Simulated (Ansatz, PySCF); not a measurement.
Dimer: C2H4 (SMILES C=C) (first 6 atoms) with H4OSi (SMILES O[SiH3]); geometry from B3LYP-D3(BJ)/def2-TZVP.
(charge 0, multiplicity 1):
```xyz
12

C      0.6359     0.5771     0.2490
C     -0.0404    -0.5603     0.1469
H      0.1645     1.4910     0.5903
H      1.6860     0.6407    -0.0089
H      0.4294    -1.4733    -0.1983
H     -1.0918    -0.6222     0.4008
O      0.6735    -0.5030     3.4006
Si    -0.6412     0.2345     4.0659
H      0.7500    -0.4626     2.4388
H     -0.6724     1.6885     3.7615
H     -0.5400     0.0361     5.5257
H     -1.9134    -0.3515     3.5701
```

Interaction energies are E(AB) − E(A) − E(B) at the monomers' geometry in the complex; basis-set methods are counterpoise corrected. Rows marked so take none.

Rows in 3-21G carry no dispersion term and start afresh at each structure.

Run with Ansatz (a program for electronic structure); PySCF for 3-21G rows, the dispersion terms. Each number belongs to the level named beside it.

Q: One of these levels gives -5.70 kcal/mol for the interaction energy. Which one is it?
A. r2SCAN-D4/def2-TZVPPD
B. HF/3-21G (no counterpoise)
C. SVWN5/def2-TZVPPD
D. HF/aug-cc-pV(D+d)Z

A: C, SVWN5/def2-TZVPPD. The others give -3.31 (HF/3-21G (no counterpoise)), -0.66 (HF/aug-cc-pV(D+d)Z), -4.02 (r2SCAN-D4/def2-TZVPPD)
